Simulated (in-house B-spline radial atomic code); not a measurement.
Results of a calculation; reference values are marked as such.
## Correlation energy from the adiabatic connection: ω²r²/2 − Z/r, ω = 0.426, Z = 0.3

Two electrons in a singlet, external potential ω²r²/2 − Z/r, ω = 0.426, Z = 0.3 (atomic units). Full CI in B-splines (partial waves to l = 8, correlation up to 0.6 % small) with the density held fixed gives W(λ) = <V_ee>_λ − U, and E_c is the integral of W(λ) − W(0) from 0 to 1.

```tsv
λ	W(λ) − W(0) (hartree)
0	0.00000
0.02	-0.00192
0.05	-0.00474
0.12	-0.01102
0.25	-0.02171
0.4	-0.03265
0.6	-0.04529
0.8	-0.05610
1	-0.06545
```

Problem. Integrate the table by the trapezoid rule.

Solution. The strips give -0.00002, -0.00010, -0.00055, -0.00213, -0.00408, -0.00779, -0.01014, -0.01215, which sum to -0.03696 hartree. The direct value, W(1) − W(0) + T_c with T_c = 0.02837, is -0.03708; the curve is convex, so chords lie above it and the trapezoids fall short in size by 0.32 %.

Problem. Now use only three numbers: W(0) = -0.51675, the initial slope W'(0) = -0.09694 (extrapolated from the first points) and the strong-coupling limit of the point-charge-plus-continuum model, W∞ = -0.70845. What do second-order theory and the interpolation W(λ) = W∞ + (W(0) − W∞)/√(1 + 2χλ) of Seidl, Perdew and Levy give?

Solution. Second order keeps the slope alone: E_c = W'(0)/2 = -0.04847, +31 % in size against -0.03708. Matching the slope fixes χ = W'(0)/(W∞ − W(0)) = -0.09694/(-0.19170) = 0.50569. Integrating, with s = √(1 + 2χ) = 1.418228, E_c = −(W(0) − W∞)(s − 1)/(s + 1) = −0.19170 × 0.418228/2.418228 = -0.03315 hartree, -10.6 % in size against the full result. At λ = 1 the formula gives W − W(0) = -0.05653 against -0.06545. Part of the miss can come from the model's W∞.
